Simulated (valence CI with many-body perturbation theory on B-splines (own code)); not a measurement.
E1 transitions of Cd¹⁴⁺

Level of theory: valence CI with perturbative core correlation (CI+MBPT): six valence electrons over a frozen Dirac-Fock core [Ar] 3d10, a basis of 9 s, 9 p, 8 d, 6 f, 3 g, 1 h functions for each j, with the one-electron correlation potential Σ1 (screened to all orders), the two-electron term Σ2, the three-electron term Σ3, Breit, model QED; selected single and double excitations, second order for the rest, scaled by the run's own slope (own B-spline code, finite nucleus).

No measured spectrum was set against this ion. As an estimate, levels hold to about 250 cm⁻¹ or 0.2 % of their energy and the worst to 1 %, as in measured heavy ions of charge 2 to 7; those with d or f electrons hold less well. Among the levels kept, up to 1200 cm⁻¹ of a level comes from second order outside the variational space, and about a tenth of that is noise between levels of different J, which matters for small intervals.

Lines 1 to 50 of 85 in falling wavelength, among levels below 681880 cm⁻¹, chosen from the strongest by gf and those to the six lowest levels. Wavelengths and rates use the calculated energies, so an error of 1000 cm⁻¹ moves a line at 40.46 nm by 0.4 % and its rate by three times that or more. Electric multipoles are in the length gauge, E1 and E2 with the static RPA response of the core. Weak lines are less certain than strong ones. Lines between different terms over intervals too small for the method are left out, as are lines whose strength nearly cancels. The highest levels of a list are the least certain.

Names give the largest LS component (configuration and term), which can be under half, so a name can repeat, a term be missing and a line seem to break the LS rules; names also repeat where a configuration has a term twice. Letters in brackets count levels of one name in rising energy.

| λ vac (nm) | Upper | Lower | A (s⁻¹) | S (a.u.) |
| --- | --- | --- | --- | --- |
| 40.46 | 4s4p⁵ ³P°_1 | 4s²4p⁴ ¹S_0 | 1.42e+08 | 1.39e-02 |
| 34.11 | 4s4p⁵ ³P°_2 | 4s²4p⁴ ¹D_2 | 8.60e+08 | 8.42e-02 |
| 32.00 | 4s4p⁵ ³P°_2 | 4s²4p⁴ ³P_1 | 1.79e+09 | 1.45e-01 |
| 31.19 | 4s4p⁵ ³P°_1 | 4s²4p⁴ ¹D_2 | 6.65e+08 | 2.99e-02 |
| 30.82 | 4s4p⁵ ¹P°_1 | 4s²4p⁴ ¹S_0 | 1.47e+09 | 6.37e-02 |
| 29.42 | 4s4p⁵ ³P°_1 | 4s²4p⁴ ³P_1 | 1.82e+09 | 6.87e-02 |
| 27.92 | 4s²4p³4d ⁵D°_1 | 4s²4p⁴ ¹S_0 | 3.77e+04 | 1.22e-06 |
| 27.24 | 4s4p⁵ ³P°_1 | 4s²4p⁴ ³P_0 | 2.81e+09 | 8.42e-02 |
| 27.16 | 4s4p⁵ ³P°_2 | 4s²4p⁴ ³P_2 | 6.37e+09 | 3.15e-01 |
| 26.88 | 4s4p⁵ ³P°_0 | 4s²4p⁴ ³P_1 | 1.02e+10 | 9.82e-02 |
| 25.28 | 4s4p⁵ ³P°_1 | 4s²4p⁴ ³P_2 | 7.98e+09 | 1.91e-01 |
| 25.13 | 4s4p⁵ ¹P°_1 | 4s²4p⁴ ¹D_2 | 2.01e+10 | 4.72e-01 |
| 24.92 | 4s²4p³4d ³D°_1 [a] | 4s²4p⁴ ¹S_0 | 3.49e+06 | 8.00e-05 |
| 23.97 | 4s4p⁵ ¹P°_1 | 4s²4p⁴ ³P_1 | 5.95e+08 | 1.21e-02 |
| 23.50 | 4s²4p³4d ⁵D°_2 [a] | 4s²4p⁴ ¹D_2 | 3.99e+06 | 1.28e-04 |
| 23.39 | 4s²4p³4d ⁵D°_3 [a] | 4s²4p⁴ ¹D_2 | 1.48e+07 | 6.56e-04 |
| 23.17 | 4s²4p³4d ⁵D°_1 | 4s²4p⁴ ¹D_2 | 3.12e+08 | 5.75e-03 |
| 23.09 | 4s²4p³4d ³D°_1 [b] | 4s²4p⁴ ¹S_0 | 2.12e+08 | 3.86e-03 |
| 22.50 | 4s4p⁵ ¹P°_1 | 4s²4p⁴ ³P_0 | 1.93e+06 | 3.26e-05 |
| 22.48 | 4s²4p³4d ⁵D°_2 [a] | 4s²4p⁴ ³P_1 | 1.86e+06 | 5.23e-05 |
| 22.36 | 4s²4p³4d ⁵D°_0 | 4s²4p⁴ ³P_1 | 1.53e+09 | 8.45e-03 |
| 22.36 | 4s²4p³4d ⁵D°_2 [b] | 4s²4p⁴ ¹D_2 | 1.99e+08 | 5.48e-03 |
| 22.18 | 4s²4p³4d ⁵D°_1 | 4s²4p⁴ ³P_1 | 4.02e+08 | 6.49e-03 |
| 21.83 | 4s²4p³4d ³P°_1 [a] | 4s²4p⁴ ¹S_0 | 4.24e+08 | 6.54e-03 |
| 21.43 | 4s²4p³4d ⁵D°_2 [b] | 4s²4p⁴ ³P_1 | 1.30e+08 | 3.15e-03 |
| 21.24 | 4s²4p³4d ⁵D°_3 [b] | 4s²4p⁴ ¹D_2 | 3.12e+07 | 1.03e-03 |
| 21.15 | 4s4p⁵ ¹P°_1 | 4s²4p⁴ ³P_2 | 2.28e+09 | 3.19e-02 |
| 21.06 | 4s²4p³4d ³D°_1 [a] | 4s²4p⁴ ¹D_2 | 1.00e+08 | 1.39e-03 |
| 20.98 | 4s²4p³4d ³F°_2 [a] | 4s²4p⁴ ¹D_2 | 2.13e+06 | 4.86e-05 |
| 20.92 | 4s²4p³4d ⁵D°_1 | 4s²4p⁴ ³P_0 | 4.54e+08 | 6.15e-03 |
| 20.66 | 4s²4p³4d ³F°_3 [a] | 4s²4p⁴ ¹D_2 | 1.32e+08 | 4.02e-03 |
| 20.45 | 4s²4p³4d ³G°_3 | 4s²4p⁴ ¹D_2 | 1.58e+08 | 4.68e-03 |
| 20.24 | 4s²4p³4d ³D°_1 [a] | 4s²4p⁴ ³P_1 | 1.25e+07 | 1.54e-04 |
| 20.16 | 4s²4p³4d ³F°_2 [a] | 4s²4p⁴ ³P_1 | 5.84e+07 | 1.18e-03 |
| 20.11 | 4s²4p³4d ³P°_1 [b] | 4s²4p⁴ ¹S_0 | 3.22e+08 | 3.88e-03 |
| 20.11 | 4s²4p³4d ¹S°_0 | 4s²4p⁴ ³P_1 | 6.60e+07 | 2.65e-04 |
| 19.98 | 4s²4p³4d ⁵D°_2 [a] | 4s²4p⁴ ³P_2 | 1.20e+09 | 2.37e-02 |
| 19.90 | 4s²4p³4d ⁵D°_3 [a] | 4s²4p⁴ ³P_2 | 8.15e+08 | 2.22e-02 |
| 19.74 | 4s²4p³4d ³D°_1 [b] | 4s²4p⁴ ¹D_2 | 3.56e+09 | 4.05e-02 |
| 19.74 | 4s²4p³4d ⁵D°_1 | 4s²4p⁴ ³P_2 | 4.44e+09 | 5.06e-02 |
| 19.68 | 4s²4p³4d ³S°_1 | 4s²4p⁴ ¹S_0 | 9.68e+08 | 1.09e-02 |
| 19.19 | 4s²4p³4d ³D°_1 [a] | 4s²4p⁴ ³P_0 | 4.12e+08 | 4.31e-03 |
| 19.15 | 4s²4p³4d ⁵D°_2 [b] | 4s²4p⁴ ³P_2 | 5.18e+09 | 8.98e-02 |
| 19.12 | 4s²4p³4d ¹D°_2 | 4s²4p⁴ ¹D_2 | 5.48e+08 | 9.45e-03 |
| 19.02 | 4s²4p³4d ³D°_1 [b] | 4s²4p⁴ ³P_1 | 2.25e+07 | 2.30e-04 |
| 18.82 | 4s²4p³4d ³P°_1 [a] | 4s²4p⁴ ¹D_2 | 9.96e+09 | 9.82e-02 |
| 18.44 | 4s²4p³4d ¹D°_2 | 4s²4p⁴ ³P_1 | 1.11e+09 | 1.71e-02 |
| 18.39 | 4s²4p³4d ³D°_2 | 4s²4p⁴ ¹D_2 | 2.89e+06 | 4.44e-05 |
| 18.32 | 4s²4p³4d ⁵D°_3 [b] | 4s²4p⁴ ³P_2 | 3.27e+09 | 6.95e-02 |
| 18.19 | 4s²4p³4d ³D°_1 [a] | 4s²4p⁴ ³P_2 | 1.54e+09 | 1.37e-02 |
